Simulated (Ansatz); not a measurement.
C, charge -1, quartet (a gas-phase anion, which may not be bound at this level). Base run: HF/def2-SVP (Ansatz, an electronic-structure program).

Input for Ansatz:
Ansatz 0.2 input:
```yaml
crystal:
  periodic: [false, false, false]
  atoms:
    - {symbol: C, position_ang: [0.00000000, 0.00000000, 0.00000000]}
basis:
  gaussian:
    orbitals: def2-SVP
hamiltonian:
  xc: hf
total_charge: -1
magnetization: {spin_polarized: true, initial_magnetization: 3}
```

Variants of this job, named by their change:

```json
[
 {"change": "base", "ΔE vs base (mEh)": "0.000"},
 {"change": "nuclear_model = gaussian", "ΔE vs base (mEh)": "0.003"},
 {"change": "lower_state_search = full", "ΔE vs base (mEh)": "0.000"},
 {"change": "point_charge = charge:-1.0 position_ang:1.1314, 2.3574, 1.4707", "ΔE vs base (mEh)": "170.7"},
 {"change": "accuracy = high", "ΔE vs base (mEh)": "0.000"},
 {"change": "lower_state_search = light", "ΔE vs base (mEh)": "0.000"},
 {"change": "point_charge = charge:0.5 position_ang:0.0414, -2.097, 2.145", "ΔE vs base (mEh)": "-89.712"},
 {"change": "fitting.mean_field = cc-pVTZ-JKFIT", "ΔE vs base (mEh)": "-0.002"},
 {"change": "point_charge = charge:1.0 position_ang:2.1912, -1.9407, 0.6577", "ΔE vs base (mEh)": "-182.5"},
 {"change": "forces = on", "ΔE vs base (mEh)": "0.000"},
 {"change": "fitting.mean_field = def2-universal-JKFIT", "ΔE vs base (mEh)": "0.004"}
]
```

A gas-phase anion may not be bound at this level; its values then depend on the basis.
